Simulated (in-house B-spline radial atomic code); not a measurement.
Orbital energies and mean radii along the 50-electron series, configuration [Kr] 4d10 4f2 5s2. The effective charge is n√(-2ε), a non-relativistic measure. Computed with a B-spline radial code for spherical atoms: Dirac-Hartree-Fock, average of the configuration, finite nuclei.

```tsv
ion	Z	energy of 4s1/2 (Eh)	mean radius of 4s1/2 (bohr)	energy of 4f7/2 (Eh)	mean radius of 4f7/2 (bohr)	effective charge of 4s1/2
Pr9+	59	-16.752	0.61968	-5.0088	0.86137	23.153
Nd10+	60	-18.382	0.60258	-6.0527	0.80147	24.253
Pm11+	61	?	?	?	?	?
Sm12+	62	?	?	?	?	?
Eu13+	63	-23.755	0.55587	-9.6181	0.67417	27.571
Gd14+	64	-25.704	0.5417	-10.946	0.64252	28.68
```

(1) Fill in the row of Pm11+.

(2) Fill in the row of Sm12+.

(3) How does the screening of 4s1/2 change?

## Answers

(1) energy of 4s1/2 (Eh): -20.093; mean radius of 4s1/2 (bohr): 0.58627; energy of 4f7/2 (Eh): -7.1701; mean radius of 4f7/2 (bohr): 0.75207; effective charge of 4s1/2: 25.357.

(2) energy of 4s1/2 (Eh): -21.885; mean radius of 4s1/2 (bohr): 0.57071; energy of 4f7/2 (Eh): -8.3591; mean radius of 4f7/2 (bohr): 0.71026; effective charge of 4s1/2: 26.463.

(3) Z less the effective charge goes from 35.85 at Z = 59 to 35.32 at Z = 64.
